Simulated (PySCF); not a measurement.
Isomers of C4H6Se and their computed core-level spectra.

Method: PySCF 2.14.0, delta-SCF UKS SCAN, pcX-2 on the ionised atom, pcseg-1 elsewhere, spin-free X2C. Geometries: PBE0-D3(BJ)/def2-SVP; isolated species, one conformer each.

Line lists (1s up to Mg, 2p3/2 beyond, nothing for Se; areas count atoms within a level, one atom standing for each set equivalent by bonding):
1. C 1s: 290.57 (area 2), 291.06 (area 2) eV
2. C 1s: 290.10 (area 1), 290.12 (area 1), 291.58 (area 1), 291.79 (area 1) eV
3. C 1s: 290.18 (area 1), 290.78 (area 1), 290.97 (area 1), 291.78 (area 1) eV
4. C 1s: 290.02 (area 1), 290.53 (area 1), 291.03 (area 1), 291.07 (area 1) eV

Structures:
A. `C1=CC[Se]C1`
B. `[SeH]CC#CC`
C. `C1=C[Se]CC1`
D. `[Se](C)CC#C`

Which list belongs to which compound?

- 1 = A: no other candidate has these counts of sites. C 1s: 290.57 alkene CH carbon (×2), 291.06 sp3 carbon bound to selenium (×2).
- 2 = B: another candidate has the same counts of sites, so positions decide. C 1s: 290.10 alkyne carbon, 290.12 alkyne carbon, 291.58 propargylic carbon, 291.79 sp3 carbon bound to selenium.
- 3 = D: another candidate has the same counts of sites, so positions decide. C 1s: 290.18 terminal alkyne carbon, 290.78 alkyne carbon, 290.97 sp3 carbon bound to selenium, 291.78 sp3 carbon bound to selenium.
- 4 = C: another candidate has the same counts of sites, so positions decide. C 1s: 290.02 alkene CH carbon, 290.53 alkene CH carbon, 291.03 allylic carbon, 291.07 sp3 carbon bound to selenium.

1 of these hole states is spin-contaminated (⟨S²⟩ 0.87, against 0.75; counted from 0.85) and less certain.
